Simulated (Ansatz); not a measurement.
Computed with Ansatz on PBE0-D4/def2-TZVP structures; ΔE is electronic, products minus reactants. CCSD(T)/CBS is the MP2 limit (def2-TZVPP, def2-QZVPP) plus CCSD(T) − MP2 in def2-TZVPP, frozen cores. This one scheme is used for every species. Functionals use def2-TZVPP. B3LYP here is the variant with VWN-RPA as its local correlation; programs differ in this.

`C#C[SiH]([SiH3])Cl` + CH₄ → `C#C[SiH](C)Cl` + SiH₄  (formal exchange of groups at the Si–Si bond)

Task: Is it downhill or uphill in electronic energy at CCSD(T)/CBS, and by how much? (Estimate.)

Result: The calculation gave: Downhill: ΔE = -1.3 kcal/mol.

Task: What do these levels give: B3LYP-D4, ωB97M-V, B3LYP, CCSD(T)/def2-TZVPP, HF/def2-QZVPP, MP2/def2-QZVPP? (Estimate.)

Result: Computed: B3LYP-D4 -0.3, ωB97M-V -2.6, B3LYP -0.9, CCSD(T)/def2-TZVPP -1.7, HF/def2-QZVPP -3.6, MP2/def2-QZVPP -2.5 kcal/mol.

Largest T1 diagnostic among the species: 0.012.

From PBE to PBE0 (25 % exact exchange), in def2-TZVPP and without D4, ΔE moves by −1.1 kcal/mol. In def2-TZVPP, CCSD(T) changes the Hartree–Fock value by +1.8 kcal/mol (the triples alone add +0.4 kcal/mol) and MP2 by +0.8 kcal/mol.
